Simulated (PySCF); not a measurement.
**Ionisation energy along the 6-electron series**

Calculated with PySCF 2.14 and a two-component X2C-1e Hamiltonian (Gaussian nucleus, no Breit or QED terms), each ion in its own even-tempered basis scaled to its charge; GMP2 freezes nothing and drops the highest virtual spinors. Values in eV. NIST values: (m) measured, (s) semi-empirical, (t) theoretical.

```json
{"ion": "Mo³⁶⁺", "configuration": "[He] 2s2 2p2", "GHF (spin-free)": "5033.2", "GMP2 (spin-free)": "5032.9", "GHF (screened spin-orbit)": "5094.1", "GMP2 (screened spin-orbit)": "5096.5", "NIST": "5084 ± 6 (s)"}
{"ion": "Tc³⁷⁺", "configuration": "[He] 2s2 2p2", "GHF (spin-free)": "5303.3", "GMP2 (spin-free)": "5302.9", "GHF (screened spin-orbit)": "5372.4", "GMP2 (screened spin-orbit)": "5374.8", "NIST": "5361 ± 6 (s)"}
{"ion": "Ru³⁸⁺", "configuration": "[He] 2s2 2p2", "GHF (spin-free)": "5580.6", "GMP2 (spin-free)": "5580.2", "GHF (screened spin-orbit)": "5658.8", "GMP2 (screened spin-orbit)": "5661.1", "NIST": "5647 ± 6 (s)"}
```

Between Z = 42 and Z = 44 the GMP2 (screened spin-orbit) value grows as Z to the power 2.26.
